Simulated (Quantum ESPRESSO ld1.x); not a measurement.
Results of a calculation; reference values are marked as such.
All-electron atom: the tantalum ion Ta4+ in [Xe] 4f14 5d1 (the NIST ground configuration). Code: ld1.x of Quantum ESPRESSO 7.5. Model: Dirac Kohn-Sham, Engel-Vosko exchange with Perdew-Wang LDA correlation, spin-unpolarised, spherical densities, point nucleus; open shells are shared between the two j in proportion to 2j + 1.

Normalised radial functions P(r) = r R(r) (large component), r in bohr:

r	6p1/2	6d3/2	6d5/2
0.0006875	0.0016	0.0000	0.0000
0.001093	0.0026	0.0000	0.0000
0.001739	0.0044	0.0000	0.0000
0.002788	0.0076	0.0001	0.0000
0.004434	0.0136	0.0002	0.0001
0.007052	0.0245	0.0007	0.0005
0.01122	0.0435	0.0021	0.0016
0.01784	0.0718	0.0066	0.0055
0.0286	0.1013	0.0194	0.0173
0.04548	0.0973	0.0494	0.0460
0.07233	0.0102	0.1006	0.0971
0.115	-0.1282	0.1365	0.1371
0.183	-0.0985	0.0583	0.0664
0.291	0.1642	-0.1418	-0.1343
0.4665	0.1290	-0.1733	-0.1816
0.742	-0.2922	0.1363	0.1193
1.18	-0.2423	0.3903	0.3905
1.877	0.4146	0.1139	0.1389
2.985	0.6927	-0.5058	-0.4868
4.785	0.2239	-0.4701	-0.4788
7.611	0.0119	-0.0838	-0.0892
12.1	0.0000	-0.0019	-0.0021

6p1/2 (empty): eigenvalue -31.031 eV, 4 radial nodes at r = 0.0749, 0.221, 0.542, 1.43 bohr, <r> = 2.89 bohr, 90 % of the charge inside 4.04 bohr. 6d3/2 (empty): eigenvalue -19.586 eV, 3 radial nodes at r = 0.212, 0.627, 2.05 bohr, <r> = 3.79 bohr, 90 % of the charge inside 5.41 bohr. 6d5/2 (empty): eigenvalue -19.306 eV, 3 radial nodes at r = 0.217, 0.640, 2.09 bohr, <r> = 3.83 bohr, 90 % of the charge inside 5.48 bohr.
